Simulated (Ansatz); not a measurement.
## Reading a saddle point

A first-order saddle point of CH7ClSn, closed shell, PBE0-D4/def2-TZVP, with one imaginary mode of 954i cm⁻¹:

```xyz
10
angstrom
Sn -1.0489 -0.4894 -0.4308
C 1.1529 0.0064 0.2433
H -0.4347 -2.0121 -0.9653
H -2.0759 -0.7516 0.8846
H -1.5231 0.4070 -1.7818
H 0.2346 0.9394 0.4555
Cl -0.8873 2.1477 0.7464
H 1.7565 0.7972 0.7055
H 1.2440 -0.8701 0.8853
H 1.5819 -0.1747 -0.7426
```

Computed with Ansatz 0.2.0 (basis: def2-TZVPP and def2-QZVPP); correlated methods freeze the cores. Filled d shells of the heavier atoms are correlated. Core potentials replace the inner electrons of the atoms past krypton. The def2 sets are not built for correlating such inner shells, so the correlated values are less sure here. Extrapolation: Hartree–Fock as exp(−7.88 √X), correlation as X^−2.97.

Which contacts change along the imaginary mode, and what lies on either side? (A judgement: the text doesn't fix the answer.)

Computed: The step is CH₆Sn ([CH3][SnH3]) + HCl → SnH₃Cl ([Cl][SnH3]) + CH₄, with the molecules in contact on both sides. Shortening one way: Sn1–Cl7, C2–H6; lengthening the same way: Sn1–C2, H6–Cl7.
| pair | one side (Å) | saddle (Å) | other side (Å) |
| --- | --- | --- | --- |
| Sn1–Cl7 | 4.21 | 2.89 | 2.34 |
| C2–H6 | 3.37 | 1.33 | 1.09 |
| Sn1–C2 | 2.13 | 2.36 | 4.39 |
| H6–Cl7 | 1.29 | 1.67 | 3.07 |

Which side is lower, and how far does the saddle lie above each? (To be estimated.)

The calculation gives: The side with Sn1–Cl7, C2–H6 short is lower by 108.1 kJ/mol; the saddle lies 239.0 kJ/mol above it and 130.9 kJ/mol above the other (CCSD(T) at an estimated basis limit (MP2 extrapolated from triple and quadruple zeta, plus CCSD(T) − MP2 in triple zeta); electronic energies).

The T1 diagnostic stays at or below 0.012. The end structure is not quite a true minimum (one mode of 34i cm⁻¹).

Labels in which every atom is bracketed show which atoms are joined, not bond orders.

For scale, one of the runs: CCSD(T)/def2-TZVPP, 221 basis functions, launched by `ansatz run in.yaml --threads 4 --pin off --events-out ev --progress --plain --max-ram 9574MiB`. The run took 120 s on 4 CPU threads of an Intel Xeon (shared host), with 3.7 GiB of host memory at its peak.
